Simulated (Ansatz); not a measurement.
Consider the formal exchange of groups at a Te–C bond: `[SiH3][Te]CCl` + `C[SiH3]` → `C[SiH2][Te][SiH3]` + `CCl`.

Isolated molecules relaxed with PBE0-D4/def2-TZVP in Ansatz; ΔE leaves out vibrations. CCSD(T)/CBS is the MP2 limit (def2-TZVPP, def2-QZVPP) plus CCSD(T) − MP2 in def2-TZVPP, frozen cores. This one scheme is used for every species. Functionals use def2-TZVPP. Elements past krypton have def2 core potentials. For Te outer-core shells are correlated without core-valence functions, which leaves a few kJ/mol of doubt a bond. Each species was taken in one conformer, which may not be the lowest.

`[SiH3][Te]CCl`:

Cartesian coordinates in Å:
```
Si -0.723 1.220 -1.016
Te 1.480 0.174 -0.512
C 0.652 -1.158 0.974
Cl 1.918 -2.184 1.652
H -0.459 2.237 -2.063
H -1.693 0.212 -1.518
H -1.298 1.869 0.192
H -0.094 -1.797 0.510
H 0.218 -0.573 1.780
```

`C[SiH3]`:

Cartesian coordinates in Å:
```
C 0.614 -0.544 0.549
Si -0.550 0.487 -0.491
H 0.151 -1.495 0.822
H 0.881 -0.019 1.468
H 1.535 -0.760 0.001
H -0.914 -0.231 -1.742
H 0.084 1.781 -0.865
H -1.802 0.782 0.257
```

`C[SiH2][Te][SiH3]`:

Cartesian coordinates in Å:
```
C 0.451 0.964 -1.605
Si 1.055 0.937 0.161
Te -0.829 0.844 1.804
Si -1.273 -1.539 1.243
H -0.129 0.067 -1.830
H -0.185 1.834 -1.779
H 1.299 1.007 -2.295
H 1.804 2.178 0.490
H 1.938 -0.237 0.392
H -0.103 -2.389 1.581
H -2.451 -1.964 2.041
H -1.575 -1.702 -0.203
```

`CCl`:

Z-matrix (Å, degrees):
```
C
Cl 1 1.773
H 1 1.088 2 108.6
H 1 1.087 2 108.7 3 -120.0
H 1 1.088 2 108.7 3 120.0
```

CCSD(T)/CBS gives -27.7 kcal/mol.

(1) Another level gave -27.1 kcal/mol. Which?
A. RPA@PBE/def2-TZVPP
B. CCSD(T)/def2-TZVPP
C. r2SCAN0/def2-TZVPP
D. r2SCAN-D4/def2-TZVPP

(2) What do rigid-rotor, harmonic-oscillator terms from PBE0-D4/def2-TZVP frequencies (298.15 K, 1 bar) make of the CCSD(T)/CBS value? (Estimate.)

Largest T1 diagnostic among the species: 0.010.

Results:

(1) B. CCSD(T)/def2-TZVPP -27.1, r2SCAN0 -29.7, r2SCAN-D4 -28.6, RPA@PBE/def2-TZVPP -25.1 kcal/mol.

(2) Ansatz gave: ΔZPE = +1.9 kcal/mol, ΔH = -25.6 kcal/mol, ΔS = 2 J/(mol·K), ΔG = -25.8 kcal/mol. Modes under 50 cm⁻¹ make the entropy rough.

The D4 term adds −1.0 kcal/mol with B3LYP and −0.6 kcal/mol with PBE0; it sums over pairs of atoms, weighted by their polarisabilities, and B3LYP, whose exchange is more repulsive, gets the larger term. From r2SCAN to r2SCAN0 (25 % exact exchange), in def2-TZVPP and without D4, ΔE moves by −1.3 kcal/mol.

B3LYP here is the variant with VWN-RPA as its local correlation; programs differ in this.
